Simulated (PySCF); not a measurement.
Molecule: `InChI=1S/C3H9Cl3Si2/c1-7(2,3)8(4,5)6/h1-3H3`.

Geometry:
```json
{"atom": "C1", "x (Å)": "-0.066", "y (Å)": "1.959", "z (Å)": "0.138"}
{"atom": "Si2", "x (Å)": "-0.209", "y (Å)": "0.087", "z (Å)": "0.085"}
{"atom": "C3", "x (Å)": "-1.575", "y (Å)": "-0.488", "z (Å)": "-1.069"}
{"atom": "C4", "x (Å)": "-0.378", "y (Å)": "-0.656", "z (Å)": "1.802"}
{"atom": "Si5", "x (Å)": "1.797", "y (Å)": "-0.726", "z (Å)": "-0.783"}
{"atom": "Cl6", "x (Å)": "3.392", "y (Å)": "-0.230", "z (Å)": "0.439"}
{"atom": "Cl7", "x (Å)": "2.193", "y (Å)": "0.037", "z (Å)": "-2.665"}
{"atom": "Cl8", "x (Å)": "1.751", "y (Å)": "-2.788", "z (Å)": "-0.944"}
{"atom": "H9", "x (Å)": "0.808", "y (Å)": "2.265", "z (Å)": "0.734"}
{"atom": "H10", "x (Å)": "-0.965", "y (Å)": "2.407", "z (Å)": "0.590"}
{"atom": "H11", "x (Å)": "0.050", "y (Å)": "2.370", "z (Å)": "-0.877"}
{"atom": "H12", "x (Å)": "-1.416", "y (Å)": "-0.099", "z (Å)": "-2.086"}
{"atom": "H13", "x (Å)": "-1.600", "y (Å)": "-1.587", "z (Å)": "-1.123"}
{"atom": "H14", "x (Å)": "-2.558", "y (Å)": "-0.138", "z (Å)": "-0.716"}
{"atom": "H15", "x (Å)": "-1.335", "y (Å)": "-0.364", "z (Å)": "2.263"}
{"atom": "H16", "x (Å)": "0.439", "y (Å)": "-0.313", "z (Å)": "2.456"}
{"atom": "H17", "x (Å)": "-0.340", "y (Å)": "-1.755", "z (Å)": "1.757"}
```

Geometry PBE0-D3(BJ)/def2-SVP throughout; GIAO in PySCF, gas phase, one conformer, non-relativistic; equivalent atoms averaged; basis pcSseg-1.

**Question.** How do the shifts δ (against TMS, HCl at the same level) depend on the functional? (ppm; last column core-seconds on shared hosts with different chips, so compare them loosely)

**Answer.** 
```csv
functional,kind,C1/C3/C4,Si5,Si2,Cl6/Cl7/Cl8,H9/H10/H11/H12/H13/H14/H15/H16/H17,core-s
HF,Hartree–Fock,-4.8,40.4,-8.5,63.2,0.22,26
LDA,LDA,-4.0,60.7,-3.0,205.1,0.25,40
OPBE,GGA,-3.4,46.0,-8.9,139.1,0.26,51
KT2,GGA,-3.3,49.8,-4.4,168.9,0.26,51
KT3,GGA,-3.1,45.7,-6.1,139.7,0.25,55
B97-D,GGA,-3.4,50.5,-4.1,141.6,0.25,53
PBE0,global hybrid,-4.1,52.1,-6.9,137.2,0.24,58
WP04,global hybrid,-2.9,53.2,-0.4,102.8,0.28,39
BHandHLYP,global hybrid,-4.4,50.8,-6.1,108.7,0.23,40
wB97X-D,range-separated hybrid,-4.3,54.4,-6.5,127.2,0.23,76
```

**Question.** Which nucleus moves most, in ppm?

**Answer.** Cl6/Cl7/Cl8 (chlorine bonded to Si): from 63.2 ppm with HF to 205.1 ppm with LDA. The smallest spread is 0.06 ppm, at H9/H10/H11/H12/H13/H14/H15/H16/H17. Proton shifts span only some 12 ppm, so a few tenths of a ppm matter as much there as several ppm in carbon.
